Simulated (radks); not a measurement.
The nuclear charge of the helium ion He+ is varied continuously with 1 electrons held in 1s1. Method: scalar-relativistic Kohn-Sham, PBE, spin-polarised, spherical densities, finite nucleus; open shells are filled with parallel spins first; Gaussian nuclear charge, rms radius 1.6755 fm; computed with a radial shooting solver on a logarithmic mesh with Libxc functionals. By the Hellmann-Feynman theorem dE/dZ = E(electron-nucleus)/Z, the electronic potential at the nucleus (averaged over a nucleus of fixed radius). The scalar-relativistic energy here is not variational (the density holds large components alone), so the two differ by a part that grows with Z.

Z    E (hartree)  E(electron-nucleus)/Z (hartree)  HOMO  e(HOMO) (eV)  <r> HOMO (bohr)
1.6     -1.27636                         -1.59381    1s       -25.000           0.9539
1.8     -1.61512                         -1.79379    1s       -32.976           0.8463
2       -1.99388                         -1.99380    1s       -42.041           0.7605
2.2     -2.41265                         -2.19384    1s       -52.193           0.6905
2.4     -2.87142                         -2.39390    1s       -63.434           0.6323
2.6     -3.37021                         -2.59398    1s       -75.763           0.5831
2.8     -3.90901                         -2.79408    1s       -89.182           0.5411
3       -4.48784                         -2.99420    1s       -103.69           0.5047

The central difference of E at Z = 2 is -1.994 hartree, to compare with the third column; the second derivative is -1 hartree.
